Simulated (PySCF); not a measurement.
## Correlation energy of Se²⁺ (selenium, charge +2)

[Ar] 3d10 4s2 4p2, high-spin 3P determinant. Computed with PySCF 2.14 in x2c-SVPall (5s4p3d, 32 functions), with scalar relativity by spin-free X2C-1e. Frozen: [Ar] 3d10; 4 electrons correlated.

MP2 pair energies summed by pair of shells (mhartree):

```csv
pair,energy,share (%)
4s-4p,-27.79,60.5
4s-4s,-13.40,29.2
4p-4p,-4.70,10.3
```

Total MP2 correlation energy: -45.90 mhartree.

Same-spin part -7.38 and opposite-spin part -38.52 mhartree; SCS-MP2 scales them by 1/3 and 6/5 to -48.68 mhartree.

| level | correlation energy (mhartree) |
| --- | --- |
| CCSD | -62.77 |
| (T) | -0.67 |
| CCSD(T) | -63.44 |

Diagnostics: T1 = 0.0059, D1 = 0.0165, largest double amplitude 0.094.

Cost of the coupled-cluster step: 0.13 s of wall time on 1 thread of Neoverse-V1 (shared host), for 4 correlated electrons.
